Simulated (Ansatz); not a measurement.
`C=CCCCCCCCCCC`. The state is a singlet with charge 0. Geometry r2SCAN-D4/def2-SVP.

```xyz
36

C     5.6600    2.3526   -1.4589
C     4.9966    1.3412   -2.0302
C     3.5731    0.9663   -1.7523
C     3.4395   -0.4497   -1.1738
C     1.9970   -0.9231   -0.9921
C     1.1871   -0.1179    0.0222
C    -0.2171   -0.6705    0.2526
C    -1.0222    0.1405    1.2667
C    -2.4013   -0.4323    1.6017
C    -3.3837   -0.4434    0.4306
C    -4.7652   -1.0100    0.7696
C    -5.5453   -0.2007    1.8019
H     6.7063    2.5614   -1.7023
H     5.1752    3.0117   -0.7289
H     5.5258    0.7029   -2.7535
H     3.1255    1.7080   -1.0688
H     2.9907    1.0137   -2.6940
H     3.9705   -0.4907   -0.2047
H     3.9717   -1.1549   -1.8382
H     1.4791   -0.9046   -1.9705
H     2.0075   -1.9829   -0.6778
H     1.1054    0.9342   -0.3077
H     1.7338   -0.0891    0.9847
H    -0.7499   -0.7062   -0.7154
H    -0.1482   -1.7205    0.5976
H    -1.1381    1.1767    0.8945
H    -0.4338    0.2224    2.1991
H    -2.8296    0.1543    2.4332
H    -2.2850   -1.4639    1.9877
H    -3.4972    0.5889    0.0448
H    -2.9581   -1.0311   -0.4017
H    -5.3573   -1.0752   -0.1604
H    -4.6512   -2.0512    1.1256
H    -6.5592   -0.6064    1.9456
H    -5.0528   -0.2016    2.7874
H    -5.6498    0.8511    1.4856
```

(1) Estimate the orbital energies around the gap (eV) in Ansatz with PBE-D4/def2-TZVP, revPBE-D4/def2-TZVP, r2SCAN-D4/def2-TZVP, PBE0-D4/def2-TZVP, BHLYP-D4/def2-TZVP.

Answers

(1) 
| orbital | PBE-D4/def2-TZVP | revPBE-D4/def2-TZVP | r2SCAN-D4/def2-TZVP | PBE0-D4/def2-TZVP | BHLYP-D4/def2-TZVP |
| --- | --- | --- | --- | --- | --- |
| HOMO−5 | -7.65 | -7.61 | -7.95 | -9.02 | -10.37 |
| HOMO−4 | -7.52 | -7.49 | -7.82 | -8.89 | -10.26 |
| HOMO−3 | -7.47 | -7.43 | -7.76 | -8.83 | -10.18 |
| HOMO−2 | -7.27 | -7.21 | -7.53 | -8.60 | -9.90 |
| HOMO−1 | -7.15 | -7.11 | -7.42 | -8.49 | -9.79 |
| HOMO | -6.17 | -6.10 | -6.36 | -7.28 | -8.24 |
| LUMO | -0.68 | -0.59 | -0.44 | 0.36 | 1.47 |
| LUMO+1 | 0.42 | 0.53 | 1.10 | 1.21 | 1.83 |
| LUMO+2 | 0.56 | 0.66 | 1.24 | 1.36 | 1.98 |
| LUMO+3 | 0.77 | 0.85 | 1.48 | 1.57 | 2.17 |
| LUMO+4 | 0.91 | 0.99 | 1.59 | 1.72 | 2.35 |
| LUMO+5 | 0.99 | 1.10 | 1.68 | 1.80 | 2.43 |
